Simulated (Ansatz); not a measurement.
Molecule: CH2O (charge 0, singlet). SMILES: [H]/[C-]=[O+]/[H]
Coordinates optimised at B3LYP-D3(BJ)/def2-TZVP (Ansatz, an electronic-structure program):
```xyz
4

C      0.0143    -0.0006    -0.7408
O      0.0072     0.0056     0.5677
H      0.8875     0.2601     0.8874
H     -1.0303    -0.3017    -0.9843
```

Wanted: atomisation energy, in kcal/mol. Conventions: dispersion terms only where a functional's name holds one; no spin-orbit coupling; non-relativistic; UHF or UKS for open shells; atomisation electronic, to ground-state atoms; 6-31G* and kin with 6d, 5d where marked. First-principles rows: single points at B3LYP-D3(BJ) geometries (Ansatz).

```json
[
 {"species": "[H]/[C-]=[O+]/[H] (CH2O)", "coefficient": "-1", "E at PBE/6-31G* (Ansatz), Eh": "-114.27280", "E at wB97M-V/def2-TZVPD (Ansatz), Eh": "-114.42818"},
 {"species": "C atom", "coefficient": "+1", "E at PBE/6-31G* (Ansatz), Eh": "-37.78288", "E at wB97M-V/def2-TZVPD (Ansatz), Eh": "-37.84643"},
 {"species": "H atom", "coefficient": "+2", "E at PBE/6-31G* (Ansatz), Eh": "-0.49743", "E at wB97M-V/def2-TZVPD (Ansatz), Eh": "-0.49411"},
 {"species": "O atom", "coefficient": "+1", "E at PBE/6-31G* (Ansatz), Eh": "-74.97380", "E at wB97M-V/def2-TZVPD (Ansatz), Eh": "-75.07806"}
]
```

 1 Eh = 627.5095 kcal/mol.

Question: Compute it at each level from the table.

Answer: 
- PBE/6-31G*: the sum of coefficient times E is 0.52126 Eh, or 327.10 kcal/mol. Result: 327.1 kcal/mol.
- wB97M-V/def2-TZVPD: the sum of coefficient times E is 0.51547 Eh, or 323.46 kcal/mol. Result: 323.5 kcal/mol.
